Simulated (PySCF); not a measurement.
B3LYP has the VWN-RPA correlation part, as in Gaussian. 

[Nb(F)5] (charge 0, multiplicity 1)

These are B3LYP-D3(BJ)/def2-TZVP // r2SCAN-D4/def2-SVP (PySCF 2.14.0) values and carry that method's errors.

```
Property                                                         Value
-------------------------------------  -------------------------------
HOMO                                                         -12.00 eV
dipole moment                                                   0.00 D
LUMO                                                          -3.80 eV
HOMO–LUMO gap                                                  8.20 eV
charge on the central atom (Mulliken)                           2.04 e
total energy                                              -556.7727 Ha
cost                                   around 100 core-seconds (rough)
```

```xyz
6

Nb     0.0000     0.0000     0.0000
F      0.8772    -1.5452     0.4805
F     -1.1315     0.0027    -1.4516
F      1.4302     0.4654    -1.1138
F     -1.4301    -0.4657     1.1139
F      0.2541     1.5427     0.9711
```
Charge 0, spin multiplicity 1.
